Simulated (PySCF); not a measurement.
## Interval between two levels of I⁺ by level of theory

I⁺ [Kr] 4d10 5s2 5p4 [3P2, M_J = 2] → I⁺ [Kr] 4d10 5s1 5p4 6s1 [5P3, M_J = 3], as a difference of total energies. Calculation: PySCF 2.14, in x2c-TZVPall-2c with one added diffuse shell each of s, p, d, f type (9s10p6d3f, 90 functions); the two-component X2C-1e Hamiltonian. Correlated levels: [Ar] 3d10 frozen; the 6 highest virtual spinors dropped. "Screened" scales the spin-orbit matrix elements by Boettger's factors to mimic the two-electron term; Breit and QED terms are absent.

```
                    method  interval between two levels (cm⁻¹)
 GHF (screened spin-orbit)                              163140
GMP2 (screened spin-orbit)                              167850
```

The labels give the starting determinants; with spin-orbit coupling the two ends relaxed to ⟨J²⟩ = 6.03, ⟨L²⟩ = 2.37, ⟨S²⟩ = 1.86 and ⟨J²⟩ = 13.51, ⟨L²⟩ = 3.56, ⟨S²⟩ = 5.98.

The promoted electron is Rydberg-like, and one or two diffuse shells describe it only roughly, which tends to raise the upper state.

The determinant of the upper state mixes levels of different J (the jj label is only the starting occupation), so the difference between spin-free and spin-orbit rows is not the physical spin-orbit shift.
